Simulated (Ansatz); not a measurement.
Start from `COC(O)C=O` and change one atom or group to get `O=CC(O)[SiH2]O`.

Ansatz, PBE0-D4/def2-TZVP geometries, multiplicity 1. Each molecule was computed in one conformer, which needn't be the lowest.

```json
{"property": "LUMO energy (PBE0/def2-TZVPP) / eV", "`COC(O)C=O`": "-1.37"}
{"property": "HOMO energy (PBE0/def2-TZVPP) / eV", "`COC(O)C=O`": "-8.13"}
{"property": "HOMO–LUMO gap (ωB97M-V/def2-TZVPP) / eV", "`COC(O)C=O`": "11.52"}
{"property": "size of the dipole moment (B3LYP/def2-TZVPP) / D", "`COC(O)C=O`": "2.15"}
{"property": "LUMO energy (PBE/def2-TZVPP) / eV", "`COC(O)C=O`": "-2.61"}
{"property": "size of the dipole moment (ωB97M-V/def2-TZVPP) / D", "`COC(O)C=O`": "2.15"}
```

Problem. What does the change do to each property? (Estimate.)

Solution. Computed: 
```tsv
property	`O=CC(O)[SiH2]O`	shift
LUMO energy (PBE0/def2-TZVPP) / eV	-1.22	0.15
HOMO energy (PBE0/def2-TZVPP) / eV	-7.80	0.33
HOMO–LUMO gap (ωB97M-V/def2-TZVPP) / eV	11.04	-0.48
size of the dipole moment (B3LYP/def2-TZVPP) / D	1.22	-0.93
LUMO energy (PBE/def2-TZVPP) / eV	-2.28	0.33
size of the dipole moment (ωB97M-V/def2-TZVPP) / D	1.23	-0.92
```

With PBE0 the HOMO rises by 0.33 eV and the LUMO rises by 0.15 eV, so the gap narrows by about 0.18 eV. PBE moves the HOMO by 0.23 eV and ωB97M-V by 0.44 eV. Dipoles are sizes alone; their direction can turn.

B3LYP here is the variant with VWN-RPA as its local correlation; programs differ in this.
